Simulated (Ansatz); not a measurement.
Reaction (ligand exchange at the Si–F bond): `O[SiH2][SiH](F)F` + NH₃ → `N[SiH](F)[SiH2]O` + H–F

Isolated molecules relaxed with PBE0-D4/def2-TZVP in Ansatz; ΔE leaves out vibrations. CBS: MP2 limit from def2 TZ/QZ plus the TZ coupled-cluster correction, frozen cores. This one scheme is used for every species. Functionals use def2-TZVPP. Each species was taken in one conformer, which may not be the lowest.

```
             level  ΔE (kJ/mol)
              PBE0         74.5
   CCSD/def2-TZVPP         78.1
     HF/def2-QZVPP         94.4
SCS-MP2/def2-QZVPP         78.8
```

(1) What does CCSD(T)/CBS give? (An estimate is asked.)

Largest T1 diagnostic among the species: 0.012.

## Answers

(1) The calculation gave: +74.9 kJ/mol. The listed levels differ from it by -0.4, 3.2, 19.5, 3.9 kJ/mol.

The D4 term adds −6.2 kJ/mol with B3LYP and −3.4 kJ/mol with PBE0; it sums over pairs of atoms, weighted by their polarisabilities, and B3LYP, whose exchange is more repulsive, gets the larger term. In def2-TZVPP, CCSD(T) changes the Hartree–Fock value by −16.7 kJ/mol (the triples alone add −2.3 kJ/mol) and MP2 by −19.1 kJ/mol.

CCSD(T)/CBS has its own doubt, a few kJ/mol and more with outer-core shells, so smaller differences from it don't rank the levels.

B3LYP here is the variant with VWN-RPA as its local correlation; programs differ in this.
